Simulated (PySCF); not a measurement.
**Computed properties of Si(F)(OH)2(SH) (FH3O2SSi), SMILES O[Si](O)(F)S**

FH3O2SSi, SMILES O[Si](O)(S)F. Geometry: TPSSh-D3(BJ)/def2-SVP. One conformer was computed; it need not be the lowest. All values are computed for the isolated molecule unless a solvent is named; none is compared with measurement here.

**Structure.** All 18 harmonic modes at TPSSh-D3(BJ)/def2-SVP (PySCF) are real, so it is a minimum. With heavy atoms numbered as in [OH:1][Si:2]([OH:3])([F:4])[SH:5], the shortest bond between them is Si2–F4 at 1.626 Å and the longest Si2–S5 at 2.127 Å.

**Vibrations.** The strongest infrared lines (harmonic, unscaled, degenerate partners summed) lie at 860 cm⁻¹ (207 km/mol, H 36 %, Si 29 %, F 22 %, O 12 %), 804 cm⁻¹ (176 km/mol, H 69 %, O 29 %), 989 cm⁻¹ (158 km/mol, Si 47 %, O 35 %, H 13 %). The softest mode is at 73 cm⁻¹ and the zero-point energy is 25.7 kcal/mol.

**Electronic structure.** HF/def2-TZVP (PySCF) places the frontier levels at -10.85 and 3.14 eV, a gap of 13.99 eV, and gives a dipole moment of 1.57 D and a mean polarisability of 42.5 bohr³. PBE/def2-TZVP (PySCF) at the same geometry gives -6.63 and -0.78 eV, so its gap is 8.14 eV narrower. An orbital gap is neither the optical nor the fundamental gap.

**Excitations.** TDA-M06-2X/def2-SVPD (PySCF) has S1 at 6.27 eV (198 nm, f = 0.003, weak); the most intense of the 10 singlets computed lies at 8.94 eV (f = 0.11). T1 (TDA) is at 5.91 eV, 0.36 eV under S1. TDA-PBE/def2-SVPD (PySCF) puts S1 at 5.68 eV. No vertical singlet excitation falls in the visible range (under 3.1 eV).

**NMR.** GIAO shifts at B3LYP/pcSseg-1 (PySCF) (non-relativistic, atoms alike by connectivity averaged): ¹H from 1.1 to 2.8 ppm against TMS; ²⁹Si at -37.1 ppm against TMS; ¹⁹F at -118.6 ppm against CFCl3.
